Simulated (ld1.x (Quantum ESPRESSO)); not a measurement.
**Before and after: TM potential for rubidium (Rb)**

```json
{
  "Element": "Rb (Z = 37)",
  "Generator": "ld1.x (Quantum ESPRESSO) 7.5",
  "Type": "norm-conserving Troullier–Martins (Kleinman–Bylander form)",
  "Functional": "PBE",
  "Relativity": "scalar-relativistic",
  "Frozen core": "[Kr]",
  "Valence charge": "1",
  "Reference configuration": "4d0.5 5s0.5 5p0",
  "Partial waves": "5s (bound): rc 3.40 bohr; 5p (bound, empty): rc 3.85 bohr; 4d (bound): rc 4.20 bohr",
  "Local potential": "the d channel",
  "Core correction": "a·sin(br)/r model core inside 2.75 bohr"
}
```

Change: core correction a·sin(br)/r model core inside 3.64 bohr.

Cutoffs: the cutoffs (Ry, on a coarse ladder) from which the occupation-weighted sum of valence levels, in a spherical-Bessel basis at the reference potential, stays within 10 and 1 mRy of its value at 400 Ry; they do not see the model core or the augmentation charge, which bear on the density cutoff. Errors are all-electron minus pseudo energies relative to the spin-unpolarised reference configuration.

Task: What does the change do?

Result: Both files are so soft that the ladder of cutoffs tells neither apart; both files keep a bound ghost (s); of the 4 tests that both files solve, the error grows in 3 and shrinks in 1 by more than 15 % and 0.3 meV (median size 2.6 → 7.0 meV). A wider model core is smoother and lowers the density cutoff, which this test does not measure.

| quantity | base | changed |
| --- | --- | --- |
| cutoff, loose | 6 Ry | 6 Ry |
| cutoff, tight | 8 Ry | 8 Ry |
| bound ghosts | s | s |
| error for 4d0 5s1 5p0, meV [ΔE -1.12 eV] | -4.4 | +0.7 |
| error for 4d0 5s0.5 5p0, meV [ΔE 0.46 eV] | +4.3 | +5.5 |
| error for 4d0 5s0 5p1, meV [ΔE 0.40 eV] | -0.4 | +11 |
| error for 4d1 5s0 5p0, meV [ΔE 1.12 eV] | +0.8 | +8.5 |
| s: phases at 4.57 bohr within 0.05 rad from the reference energy up to (Ry; the scan ends near 5) | 1.3 | 1.3 |
| p: phases at 4.57 bohr within 0.05 rad from the reference energy up to (Ry; the scan ends near 5) | 0.0 | 0.0 |
| d: phases at 4.57 bohr within 0.05 rad from the reference energy up to (Ry; the scan ends near 5) | 0.6 | 0.6 |

 A true bound ghost makes a file unfit for plane-wave use even where its test errors are small: the radial tests pick states by their node count and pass the ghost by.
